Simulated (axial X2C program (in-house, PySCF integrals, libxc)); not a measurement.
**ZrF⁻ at several levels of theory**

Calculated with an in-house all-electron X2C program for linear molecules (integrals from PySCF). Spin-free means the one-electron spin-free X2C Hamiltonian. Basis: Zr dyall-acv3z [12s13p10d6f3g], F dyall-av3z [7s6p3d2f] (cores contracted in-house); Gaussian nuclei, density fitting, unrestricted open shells. Masses: Zr 89.905 u, F 18.998 u.

Input file and command:
```json
{
 "zs": [
  40,
  9
 ],
 "q": -1,
 "bas": [
  "dyall-acv3z",
  "dyall-av3z"
 ],
 "levels": [
  "PBE0",
  "HF",
  "r2SCAN0"
 ],
 "cc": true,
 "r0": 2.18,
 "thr": -1.0,
 "nmax": 90,
 "npts": 10,
 "nst": 2,
 "ntry": 6
}
```
```bash
python so2c.py task.json out
```

Keys: zs atomic numbers; q charge; bas basis sets; levels methods; cc coupled cluster on or off; r0 starting distance in Å; thr threshold in hartree for freezing inner shells (an s shell follows its p shell); nmax most natural virtual spinors; npts points on the curve; nst determinants followed; ntry starts of the search. HF also brings MP2.

State, spin-free: M_S = 1, Λ = 0 (beyond evenly filled blocks: δ+α, δ-α); electrons by block: σα: 12, σβ: 12, π+α: 5, π+β: 5, π-α: 5, π-β: 5, δ+α: 2, δ+β: 1, δ-α: 2, δ-β: 1. Fragments: Zr + F-.

```tsv
Hamiltonian	level	Re (Å)	ωe (cm⁻¹)	αe (cm⁻¹)	De (eV)	k (mdyn/Å)	μ (D)
spin-free	PBE0	1.919	587.2	0.00205	4.19	3.19	3.31
spin-free	HF	1.962	556.4	0.00193	n/a	2.86	5.46
spin-free	CCSD	1.958	566.3	0.00193	3.80	2.96	n/a
spin-free	CCSD(T)	1.957	568.4	0.00193	3.78	2.99	n/a
spin-free	r2SCAN0	1.923	586.4	0.00201	n/a	3.18	3.58
```

Correlated methods: 12 electrons correlated (number of frozen shells: Zr 4 s, 3 p, 1 d; F 1 s), 324 virtual spin orbitals or spinors in MP2, 90 natural virtuals in coupled cluster.

Dipoles are positive if F is the positive end and refer to the centre of mass.

Occupations by symmetry block were frozen at the best pattern of an incomplete PBE0 search. Dissociation energies refer to the lowest single-determinant-based atoms at the same level and basis. De is not given where an atomic determinant may have missed its ground term or J level, or where the truncated virtual space spoils (T). Coupled cluster ran in a truncated set of natural virtual spinors; the MP2 energy of the rest was added. (T) has no such correction and the atoms are truncated less, which lowers De at CCSD(T) by a hundredth of an eV or more. PBE0 can misorder states that lie within some tenths of an eV, so this need not be the ground state of the molecule. The nearest other spin-free determinant of the search, M_S = 1, Λ = 3, lies 0.44 eV up at the distance of the search. The outer-core s and p shells of the metal are frozen in the correlated rows, which leaves out core–valence correlation; for alkali and alkaline-earth bonds that tends to lengthen them. The highest occupied level of some functionals is positive through self-interaction error; at Hartree–Fock it is bound. The determinant is spin-polarised beyond a pure state at some levels (its spin-free form has ⟨S²⟩ too high), which makes Re and μ there less reliable. The T1 diagnostic is large, a sign of multireference character. With the outer-core shells frozen, correlated bond lengths of heavy atoms tend to come out a few hundredths of an ångström too long.

No reliable constants came from CCSD (2c), CCSD(T) (2c), HF (2c), MP2 (2c), MP2 (spin-free), PBE0 (2c), r2SCAN0 (2c): no minimum in range, unconverged points, a curve that is not smooth, a change of character along it, or the two Hamiltonians disagreeing along it.

The whole task took 4.4 min on 1 thread of Arm Neoverse V2 (shared host).
